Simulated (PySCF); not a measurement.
C₃H₆BFO, SMILES C=CCB(O)F.

The structure is a stationary point at ωB97X-D3(BJ)/def2-SVP. One conformer was computed; it need not be the lowest.

Calculation: TDDFT-PBE/def2-SVPD (PySCF).

Vertical excitations. The molecule is in vacuum.

Question: Estimate the UV-visible absorptions. (The exact figures need the calculation; the answer reports its results.)

Answer: 
```csv
state,energy (eV),λ (nm),f,main pairs
S1,6.21,200,0.048,"HOMO→LUMO 42 %, HOMO→LUMO+1 36 %, HOMO→LUMO+2 18 %"
S2,6.28,197,0.030,"HOMO→LUMO+1 62 %, HOMO→LUMO+2 19 %, HOMO→LUMO 16 %"
S3,6.80,182,0.109,"HOMO→LUMO+2 53 %, HOMO−1→LUMO 24 %, HOMO→LUMO 16 %"
S4,7.30,170,0.028,HOMO→LUMO+3 78 %
S5,7.33,169,0.013,HOMO→LUMO+4 81 %
S6,7.35,169,0.012,HOMO−2→LUMO 81 %
S7,7.48,166,0.021,"HOMO−1→LUMO 38 %, HOMO→LUMO+5 34 %, HOMO−3→LUMO 14 %"
S8,7.61,163,0.002,"HOMO−3→LUMO 68 %, HOMO→LUMO+5 26 %"
S9,7.83,158,0.069,"HOMO→LUMO+5 29 %, HOMO−4→LUMO 22 %, HOMO−1→LUMO 15 %, HOMO→LUMO 11 %"
S10,7.98,155,0.076,"HOMO−1→LUMO+1 53 %, HOMO−4→LUMO 36 %"
T1,4.39,282,0,HOMO→LUMO 95 %
T2,6.09,204,0,HOMO→LUMO+1 91 %
T3,6.28,197,0,HOMO→LUMO+2 88 %
T4,6.77,183,0,HOMO−1→LUMO 93 %
```
Triplets are in the Tamm–Dancoff approximation, which puts them higher than full response would, so one can lie above its singlet here.
